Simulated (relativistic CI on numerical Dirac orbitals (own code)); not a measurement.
Ni4+ (3d6) in a crystal field

Calculated by Dirac-Coulomb-Breit CI, separate exchange-only KLI orbitals for each configuration, QED by a radiative potential, valence Slater integrals scaled by 0.9, one configuration in a parametric crystal field (own radial code). With so little scaling, terms lie 10 to 35 % too far apart, which can change the order of excited levels.

Field parameters in Wybourne normalisation: D3d B²₀ = −7Dσ, B⁴₀ = −14Dq − 21Dτ, B⁴₃ = −14√(10/7) Dq; D4h B²₀ = −7Ds, B⁴₀ = 21(Dq − Dt), B⁴₄ = 21√(5/14) Dq. The field is a parameter set, without covalency.

S and J are read from ⟨S²⟩ = S(S + 1) and ⟨J²⟩ = J(J + 1) of each level; they are not fictitious spins.

D3d, 10Dq = 21750, Dσ = -640, Dτ = -80 cm⁻¹, the lowest 10 levels:

```tsv
E (cm⁻¹)	Degeneracy	Irrep	S	J
0.0	2	E	2.00	3.66
171	1	A1	1.99	3.50
259	1	A2	2.00	3.33
427	2	E	1.99	3.15
633	2	E	1.99	2.84
828	1	A1	1.96	2.48
857	1	A2	1.99	2.40
2023	1	A1	0.31	4.55
2952	2	E	1.99	2.90
2972	1	A1	1.95	2.96
```

D4h, 10Dq = 9500, Ds = -950, Dt = -420 cm⁻¹, the lowest 16 levels:

```csv
E (cm⁻¹),Degeneracy,Irrep,S,J
0.0,1,B2,2.00,3.66
15.5,2,E,2.00,3.63
135,1,A1,2.00,3.32
143,1,A2,2.00,3.30
742,2,E,2.00,3.36
787,1,B1,2.00,3.39
1131,1,B2,2.00,2.59
1151,2,E,2.00,2.69
1199,1,A1,2.00,2.75
1313,1,A2,2.00,2.61
1433,2,E,2.00,2.42
9828,1,B1,2.00,2.92
9832,2,E,2.00,2.88
9845,1,A1,2.00,2.76
9846,1,A2,2.00,2.76
15208,1,A1,0.98,4.28
```

D3d, 10Dq = 13900, Dσ = 1010, Dτ = 470 cm⁻¹, the lowest 16 levels:

```tsv
E (cm⁻¹)	Degeneracy	Irrep	S	J
0.0	1	A1	2.00	3.18
20.9	2	E	2.00	3.15
81.6	2	E	2.00	3.07
5827	2	E	2.00	3.53
6034	1	A2	2.00	3.31
6052	1	A1	2.00	3.22
6239	2	E	2.00	3.00
6409	2	E	2.00	2.75
6550	1	A1	1.99	2.54
6552	1	A2	1.99	2.54
14933	1	A1	0.56	4.40
16030	2	E	1.01	4.17
16463	1	A1	0.86	4.29
17395	2	E	1.00	4.38
17908	2	E	1.01	4.15
18396	1	A2	1.01	3.90
```

The free-ion ground term has S = 2. Every field shown keeps that spin.

Levels of this model without a field, named by their leading LS term: ⁵D4 0, ⁵D3 870, ⁵D2 1465, ⁵D1 1843, ⁵D0 2028, ³H6 26248, ³H5 26731, ³H4 27068 cm⁻¹.
